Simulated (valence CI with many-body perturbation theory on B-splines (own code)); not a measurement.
**Au56+: magnetic and hyperfine properties of the levels**

Computed by configuration interaction combined with many-body perturbation theory (CI+MBPT): five valence electrons over a frozen Dirac-Fock core [Ar], radial functions for each j: 7 s, 7 p, 8 d, 6 f, 4 g, 1 h, with the one-electron correlation potential Σ1, the two-electron term Σ2, the three-electron term Σ3, Breit, model QED; selected CI, second order for the rest, scaled by the run's own slope (own B-spline code, finite nucleus).

No measured spectrum was set against this ion. As an estimate, large intervals hold to a few tenths of a per cent, small ones and those within an open d or f shell to about a per cent. Excitations out of the core, of the other parity, are not computed and may begin above about 272 eV (a cautious bound); beyond it only levels of the ground parity were kept, without lifetimes. Only levels of the ground parity were solved; by the run's estimate the other parity begins above the list, which can be wrong where configurations are misplaced.

A/g_I is the dipole constant over the nuclear g factor μ/I (μ in nuclear magnetons, uniformly magnetised nucleus), B/Q the quadrupole constant per barn. Both hold the static response of the core; the bare values leave it out. Large factors of s and p1/2 electrons are usually good to 5 to 10 %; those of open d and f shells near neutrality can be off by tens of per cent, and small factors of p3/2, d and f electrons come from cancelling terms and can be off by a factor of two or in sign, in half-filled shells by more. B is blank for J = 1/2, where it vanishes, and for nearly pure S terms. Energies count from the lowest level.

Levels are named by their leading jj configuration (3d3/2^4 stands for four electrons in 3d with j = 3/2), which in mixed levels can hold well under half, so a name can repeat and another be missing. Letters in brackets count levels of one name in rising energy.

```
                      Level  E (eV)      g  A/g_I (MHz)  A/g_I bare  B/Q (MHz/b)  B/Q bare
      (3d3/2^4 3d5/2) J=5/2    0.00  1.254        46700       47900        90800     91500
(3d3/2^3 3d5/2^2) J=5/2 [a]   83.33  1.324        27700       29100        32200     32300
(3d3/2^3 3d5/2^2) J=7/2 [a]   95.64  1.158        54900       55700        96900     97700
   (3d3/2^3 3d5/2^2) J=11/2   96.75  1.092        71300       71800        -4590     -4870
(3d3/2^3 3d5/2^2) J=3/2 [a]   97.94  1.133        71000       71700        79900     80600
    (3d3/2^3 3d5/2^2) J=9/2  103.20  1.126        63400       64100        99400    100000
(3d3/2^3 3d5/2^2) J=5/2 [b]  107.60  1.124        65400       66100        -7650     -7670
(3d3/2^3 3d5/2^2) J=7/2 [b]  112.25  1.065        77600       78000      -107000   -108000
    (3d3/2^3 3d5/2^2) J=1/2  112.34  1.760       -37300      -34300                       
(3d3/2^3 3d5/2^2) J=3/2 [b]  132.03  0.800       123000      123000      -106000   -107000
(3d3/2^2 3d5/2^3) J=5/2 [a]  177.72  1.317        20400       21700         4710      4760
(3d3/2^2 3d5/2^3) J=7/2 [a]  187.34  1.206        46500       47400        -3490     -3530
   (3d3/2^2 3d5/2^3) J=11/2  187.45  1.087        69300       69800         1350      1370
(3d3/2^2 3d5/2^3) J=9/2 [a]  189.74  1.138        59800       60500        -8080     -8160
   (3d3/2^2 3d5/2^3) J=13/2  192.70  1.063        74800       75200        -80.4     -71.2
(3d3/2^2 3d5/2^3) J=1/2 [a]  195.67  0.427       202000      200000                       
(3d3/2^2 3d5/2^3) J=3/2 [a]  196.88  1.157        58000       58800         2110      2100
(3d3/2^2 3d5/2^3) J=5/2 [b]  197.85  1.019        82700       83000        -7780     -7820
(3d3/2^2 3d5/2^3) J=9/2 [b]  203.46  1.094        68600       69200         1990      2010
(3d3/2^2 3d5/2^3) J=7/2 [b]  206.09  0.978        91900       92000        -1980     -2010
(3d3/2^2 3d5/2^3) J=5/2 [c]  208.79  1.046        77600       78000         7630      7660
(3d3/2^2 3d5/2^3) J=3/2 [b]  208.80  0.855       114000      114000         6920      7030
(3d3/2^2 3d5/2^3) J=7/2 [c]  215.76  1.025        83000       83400         2090      2100
(3d3/2^2 3d5/2^3) J=1/2 [b]  215.95  1.744       -51500      -48700                       
(3d3/2^2 3d5/2^3) J=9/2 [c]  225.43  1.101        67200       67800        25500     25800
(3d3/2^2 3d5/2^3) J=3/2 [c]  242.31  1.175        54000       54800       -21300    -21500
(3d3/2^2 3d5/2^3) J=5/2 [d]  246.88  1.172        53800       54600        19100     19300
  (3d3/2 3d5/2^4) J=5/2 [a]  283.31  1.242        32100       33200       -39300    -39500
  (3d3/2 3d5/2^4) J=7/2 [a]  293.28  1.174        53300       54100      -110000   -111000
     (3d3/2 3d5/2^4) J=11/2  294.58  1.067        72500       72900         3390      3660
  (3d3/2 3d5/2^4) J=3/2 [a]  296.75  0.998        77400       77600       -84000    -84700
      (3d3/2 3d5/2^4) J=9/2  302.56  1.111        64200       64800      -119000   -120000
  (3d3/2 3d5/2^4) J=5/2 [b]  307.74  1.105        65200       65700        19300     19500
  (3d3/2 3d5/2^4) J=7/2 [b]  311.54  1.016        80900       81200       124000    125000
      (3d3/2 3d5/2^4) J=1/2  319.18  1.354       -20500      -19100                       
  (3d3/2 3d5/2^4) J=3/2 [b]  337.14  0.853       121000      120000       123000    124000
            (3d5/2^5) J=5/2  397.83  1.152        51400       52100      -119000   -120000
```

Task: Take the isotope of mass number 197, with I = 3/2, μ = 0.1452 μN and Q = 0.547 b. What is the hyperfine structure of (3d3/2^4 3d5/2) J=5/2?

Result: From the table A = 4530 MHz, B = 49700 MHz. Shifts from the centre of gravity in MHz: F = 1: 11000, F = 2: -19700, F = 3: -28500, F = 4: 29400.
